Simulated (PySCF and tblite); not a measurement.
Results of a calculation; reference values are marked as such.
System: C₂H₅FP₂Si₂, numbered as in [CH:1]#[C:2][Si:3]1([F:4])[PH:5][SiH2:6][PH:7]1.

Geometries: GFN2-xTB; energies: CAM-B3LYP/pcSseg-1 + D3(BJ); zero-point and thermal terms from GFN2-xTB harmonic modes (soft modes blended into free rotors). Rate constants are transition-state-theory values, counting equivalent paths, without tunnelling. Programs: tblite and PySCF.

Question: What barrier does the pyramidal inversion at P5 meet, and how fast is it at 298 K?

Answer: The electronic barrier is 14.8 kcal/mol and ΔG‡(298 K) 14.3 kcal/mol, over a C1 saddle with an imaginary mode of 498i cm⁻¹ (GFN2-xTB). With 2 equivalent paths, k is 430 s⁻¹, a mean lifetime of the start of 2.3 ms against this motion. The end lies 0.1 kcal/mol below the start in free energy.
